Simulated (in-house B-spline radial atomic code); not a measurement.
Ionisation energies along the 56-electron series, configuration 1s2 2s2 2p6 3s2 3p6 3d10 4s2 4p6 4d10 4f5/2(6) 4f7/2(2) 5s2, as differences of self-consistent energies. Dirac energy differences include first-order Breit, QED and recoil terms. NIST's values go from ground level to ground level; the uncertainty of those that are theory runs from under 0.1 % in few-electron ions to several per cent in heavy many-electron ones. Computed with an all-electron radial atomic-structure program (B-spline basis): Dirac-Hartree-Fock, jj configuration that fills j = l - 1/2 first, finite nuclei.

A number in brackets counts the electrons of a j subshell.

| ion | configuration after | ionisation energy (eV) | IE/(q+1)² (eV) | -ε less Coulomb ΔSCF (eV) | Breit and QED recoil part (eV) | tabulated value (eV) | computed minus tabulated (eV) |
| --- | --- | --- | --- | --- | --- | --- | --- |
| Dy10+ | [Kr] 4d10 4f5/2(6) 4f7/2(1) 5s2 | 174.82 | 1.4448 | 3.2728 | 0.15487 | 192 | -17.18 |
| Ho11+ | [Kr] 4d10 4f5/2(6) 4f7/2(1) 5s2 | 206.36 | 1.4331 | 3.2872 | 0.16882 | 229 | -22.64 |
| Er12+ | [Kr] 4d10 4f5/2(6) 4f7/2(1) 5s2 | 239.91 | 1.4196 | 3.3031 | 0.18178 | 268 | -28.09 |
